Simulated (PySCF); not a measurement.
**ScO₂⁻, singlet: computed properties**

Computed with PBE0 in PySCF with Sc def2-TZVPD, O def2-TZVPD; no relativity; density-fitted integrals.

The structure is a higher-order saddle point with 2 imaginary modes (one degenerate set).

Z-matrix (Å, degrees; charge -1 multiplicity 1):
```
Sc
O  1 1.8373
O  1 1.8373 2 180.00
```

```
Point group                                                                   : D∞h
Bond lengths                                                                  : Sc–O 1.837 Å (×2)
Bond angles                                                                   : O–Sc–O 180.0°
Principal quadrupole moments (Buckingham, traceless) about the centre of mass : -39.54, 19.77, 19.77 D Å
Dipole moment about the centre of mass                                        : 0.00 D
Lowest empty level                                                            : 2.45 eV
Zero-point energy (real modes)                                                : 8.6 kJ/mol
Rotational constants                                                          : 0.1561 cm⁻¹
Principal polarisabilities                                                    : 68.1, 68.1, 87.8 bohr³
Highest occupied level                                                        : -0.39 eV
```

Harmonic modes (masses in u: Sc 44.956, O 15.995):
| symmetry | ω (cm⁻¹) | IR (km/mol, summed over degenerate members) | μ (u) | type |
| --- | --- | --- | --- | --- |
| πu | 173i | – | 21.85 | bend |
| σu+ | 690 | 1062 | 21.85 | stretch |
| σg+ | 748 | 0.0 | 15.99 | stretch |

In D∞h the vibrations span πu + σu+ + σg+. The σg+ mode carries no infrared intensity, as symmetry demands. With a centre of inversion only u modes can be infrared active and only g modes Raman active.

Charges (e); Mulliken and Löwdin values are unreliable with diffuse functions:
```tsv
atom	Mulliken	Löwdin	polar tensor	Mayer order to Sc1
Sc1	1.37	0.78	2.34	–
O2,3	-1.19	-0.89	-1.67	1.36
```

Mulliken populations on Sc1: s 6.00, p 12.29, d 1.25, f 0.08.

Outer orbital energies (eV). occupied: -17.37, -16.25, -2.63, -2.06, -2.06, -1.21, -1.21, -0.39; empty: 2.45, 3.48, 3.48, 3.97.

Other isomers or separated fragments may lie lower. The lowest empty level of this anion is unbound, so it and the gap depend on the basis. At this level a singlet minimum of C2v symmetry lies 26 kJ/mol below this structure.

The final relaxation and frequency run took about 40 core-seconds on a shared host.
